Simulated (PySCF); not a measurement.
Species: C₃H₈OSi.
Z-matrix (Å and degrees, PBE0-D3(BJ)/def2-SVP geometry), rows numbered from 1:
```
O 
Si  1  1.6699
C   2  1.8597  1  114.20
C   3  1.5092  2  120.00  1   -80.07
C   4  1.4909  3   60.59  2  -107.17
H   1  0.9609  2  116.67  3   -70.93
H   2  1.4912  1  105.56  3  -117.87
H   2  1.4997  1  109.97  3   123.28
H   3  1.0967  2  116.56  1    67.38
H   4  1.0934  3  117.62  5  -108.54
H   4  1.0948  3  118.33  5   108.39
H   5  1.0951  3  118.46  4  -108.07
H   5  1.0932  3  117.60  4   108.72
```

The closed-shell ground state was solved at several levels (PySCF, density fitting, gas phase, non-relativistic).

| level | basis functions | total energy (Eh) | HOMO (eV) | LUMO (eV) | gap (eV) | dipole (D) |
| --- | --- | --- | --- | --- | --- | --- |
| PBE0/cc-pVDZ | 114 | -483.5119 | -7.84 | 0.97 | 8.81 | 1.77 |
| PBE0/IGLO-III | 264 | -483.6075 | -8.03 | 0.26 | 8.29 | 1.76 |
| PBE0/cc-pVTZ | 266 | -483.5974 | -7.99 | 0.55 | 8.54 | 1.74 |
| PBE0/pcSseg-0 | 65 | -482.6968 | -8.06 | 1.00 | 9.06 | 2.07 |

Q: Estimate the row for PBE0/aug-cc-pVDZ, a basis of 191 functions; the other rows only guide the guess.

A: Total energy -483.5325 Eh, HOMO -8.01 eV, LUMO -0.28 eV, gap 7.73 eV, dipole 1.76 D.

Q: Over all these levels, which gives the widest orbital gap and which the narrowest?

A: PBE0/pcSseg-0 has the widest, 9.06 eV, and PBE0/aug-cc-pVDZ the narrowest, 7.73 eV. From the narrowest to the widest the HOMO moves by -0.05 eV and the LUMO by +1.28 eV.

Q: How much does the basis alone move the frontier levels among the 5 PBE0 rows (the withheld one included)?

A: The HOMO by 0.22 eV and the LUMO by 1.28 eV. By rising basis size (HOMO, LUMO in eV): pcSseg-0 -8.06, 1.00; cc-pVDZ -7.84, 0.97; aug-cc-pVDZ -8.01, -0.28; IGLO-III -8.03, 0.26; cc-pVTZ -7.99, 0.55.

Q: How far do the dipole and the HOMO energy spread over the levels?

A: The dipole runs from 1.74 to 2.07 D (mean 1.82 D) and the HOMO from -8.06 to -7.84 eV.

One conformer stands for the species.
